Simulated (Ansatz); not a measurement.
CH₃ClFISi, SMILES `FC(I)[SiH2]Cl`. Total charge 0; spin multiplicity 1. I takes the def2 core potential. The geometry is a stationary point of PBE0-D4/def2-TZVP. It is one conformer, not always the lowest.

```xyz
8

F    -0.355    0.292   -1.931
C    -0.260   -0.464   -0.792
I     1.338   -1.890   -0.994
Si    0.071    0.661    0.698
Cl   -0.095   -0.472    2.391
H    -1.160   -1.074   -0.699
H     1.430    1.232    0.596
H    -0.968    1.716    0.733
```

Problem. What is the dipole moment at ωB97M-V/def2-TZVPP? (Estimate.)

Solution. Computed: 0.85 D, with components (-0.61, 0.46, 0.38) D in this frame, pointing from negative to positive charge.

Problem. And with PBE, r2SCAN, B3LYP? (An estimate is asked.)

Solution. Computed: PBE 0.82 D, r2SCAN 0.93 D, B3LYP 0.85 D.

Problem. Give the Mulliken charges with ωB97M-V, r2SCAN, B3LYP in def2-TZVPP. (Estimate.)

Solution. The calculation gave: 
| atom | ωB97M-V | r2SCAN | B3LYP |
| --- | --- | --- | --- |
| F1 | -0.19 | -0.19 | -0.20 |
| C2 | -0.07 | 0.05 | 0.01 |
| I3 | -0.02 | -0.07 | -0.05 |
| Si4 | 0.30 | 0.43 | 0.41 |
| Cl5 | -0.19 | -0.23 | -0.23 |
| H6 | 0.17 | 0.11 | 0.14 |
| H7 | 0.01 | -0.04 | -0.04 |
| H8 | -0.01 | -0.06 | -0.05 |

B3LYP here is the variant with VWN-RPA as its local correlation; programs differ in this.
